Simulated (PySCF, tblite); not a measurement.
C₄H₃FN₂Si.
Cartesian coordinates in Å at the GFN2-xTB level; atoms count from 1:
```xyz
11
C4H3FN2Si angstrom
N      3.4247   -0.6868   -0.0129
C      2.2828   -0.7380    0.0814
C      0.8829   -0.8147    0.2022
C      0.0608    0.2155   -0.0764
C      0.5807    1.4481   -0.5119
N      0.9430    2.4756   -0.8703
Si    -1.8263    0.0993    0.0899
F     -2.0719   -1.4073    0.5982
H      0.4889   -1.7654    0.5376
H     -2.4602    0.2035   -1.2113
H     -2.2999    0.9729    1.1474
```

Computed, not measured: CAM-B3LYP/def2-SVPD in PySCF (dipole) on a GFN2-xTB geometry, gas phase.

Take the most abundant isotopes and a rigid rotor. The values belong to one conformer with, in the numbering `[N:1]#[C:2]/[CH:3]=[C:4](\[C:5]#[N:6])[SiH2:7][F:8]`, C3–C4–Si7–F8 0°.

(1) What are A, B and C (GHz)?

(2) Classify the top.

(3) What does the inertial defect say?

(4) Which types of transition are allowed, and where do some lines up to J = 3 fall?

(5) Estimate the classical rotational partition function at 25 K, 50 K and 100 K.

## Answers

(1) Ia = 191.46, Ib = 448.86, Ic = 634.09 u·Å²; 505379 MHz·u·Å²/I gives 2640, 1126 and 797.0 MHz, that is A = 2.6397, B = 1.1259, C = 0.7970 GHz.

(2) An asymmetric top. Ray's parameter κ = (2B − A − C)/(A − C) = -0.643; −1 is the prolate and +1 the oblate limit.

(3) Not planar: Δ = Ic − Ia − Ib = -6.23 u·Å². For a rigid frame Δ = −2 Σ m c², so Σ m c² = 3.11 u·Å² lies off the ab plane, practically all of it from hydrogen. The atom farthest from that plane is 1.24 Å away.

(4) The dipole components are |μa| = 4.72 D, |μb| = 1.13 D, |μc| = 0.00 D; the mirror of this Cs structure is the ab plane, so μc vanishes by symmetry and there are no c-type lines. The squared components, which scale the intensities, stand as 1.00 : 0.06 (a : b). Some lines, for components of 0.1 D or more:

```json
{"type": "a", "branch": "Q", "J(Ka,Kc)": "1(1,0) ← 1(1,1)", "MHz": "329", "lower level (cm⁻¹)": "0.115"}
{"type": "a", "branch": "Q", "J(Ka,Kc)": "2(1,1) ← 2(1,2)", "MHz": "987", "lower level (cm⁻¹)": "0.232"}
{"type": "b", "branch": "R", "J(Ka,Kc)": "3(1,2) ← 2(2,1)", "MHz": "1688", "lower level (cm⁻¹)": "0.416"}
{"type": "a", "branch": "Q", "J(Ka,Kc)": "3(1,2) ← 3(1,3)", "MHz": "1969", "lower level (cm⁻¹)": "0.407"}
{"type": "b", "branch": "Q", "J(Ka,Kc)": "2(1,1) ← 2(0,2)", "MHz": "2220", "lower level (cm⁻¹)": "0.191"}
{"type": "b", "branch": "Q", "J(Ka,Kc)": "3(1,2) ← 3(0,3)", "MHz": "2866", "lower level (cm⁻¹)": "0.377"}
{"type": "a", "branch": "R", "J(Ka,Kc)": "2(1,2) ← 1(1,1)", "MHz": "3517", "lower level (cm⁻¹)": "0.115"}
{"type": "b", "branch": "R", "J(Ka,Kc)": "3(0,3) ← 2(1,2)", "MHz": "4350", "lower level (cm⁻¹)": "0.232"}
{"type": "b", "branch": "Q", "J(Ka,Kc)": "2(2,0) ← 2(1,1)", "MHz": "4589", "lower level (cm⁻¹)": "0.265"}
{"type": "a", "branch": "R", "J(Ka,Kc)": "3(1,3) ← 2(1,2)", "MHz": "5247", "lower level (cm⁻¹)": "0.232"}
{"type": "b", "branch": "Q", "J(Ka,Kc)": "2(2,1) ← 2(1,2)", "MHz": "5528", "lower level (cm⁻¹)": "0.232"}
{"type": "a", "branch": "R", "J(Ka,Kc)": "3(0,3) ← 2(0,2)", "MHz": "5583", "lower level (cm⁻¹)": "0.191"}
{"type": "a", "branch": "R", "J(Ka,Kc)": "3(2,2) ← 2(2,1)", "MHz": "5769", "lower level (cm⁻¹)": "0.416"}
{"type": "b", "branch": "R", "J(Ka,Kc)": "3(1,3) ← 2(0,2)", "MHz": "6480", "lower level (cm⁻¹)": "0.191"}
{"type": "b", "branch": "Q", "J(Ka,Kc)": "3(3,0) ← 3(2,1)", "MHz": "8190", "lower level (cm⁻¹)": "0.617"}
{"type": "b", "branch": "Q", "J(Ka,Kc)": "3(3,1) ← 3(2,2)", "MHz": "8419", "lower level (cm⁻¹)": "0.609"}
{"type": "b", "branch": "R", "J(Ka,Kc)": "2(2,0) ← 1(1,1)", "MHz": "9093", "lower level (cm⁻¹)": "0.115"}
{"type": "b", "branch": "R", "J(Ka,Kc)": "3(2,2) ← 2(1,1)", "MHz": "10310", "lower level (cm⁻¹)": "0.265"}
{"type": "b", "branch": "R", "J(Ka,Kc)": "3(2,1) ← 2(1,2)", "MHz": "11530", "lower level (cm⁻¹)": "0.232"}
{"type": "b", "branch": "R", "J(Ka,Kc)": "3(3,0) ← 2(2,1)", "MHz": "14192", "lower level (cm⁻¹)": "0.416"}
```

(5) Point group Cs, symmetry number σ = 1; q = (√π/σ)·√((kT/h)³/(ABC)), k/h = 20836.6 MHz/K: 13700 at 25 K, 38700 at 50 K, 110000 at 100 K.

Its GFN2-xTB frequencies are all real (lowest 44 cm⁻¹). Zero-point vibration and centrifugal distortion are left out. Quadrupole hyperfine structure (14N) is left out.

Time: 70 s of wall time (with the writing of density and orbital grids); peak memory 0.86 GiB. Hardware: Arm Neoverse N1, one thread (shared host). This is the CAM-B3LYP/def2-SVPD job that gave the dipole, with the excitations it also computed.
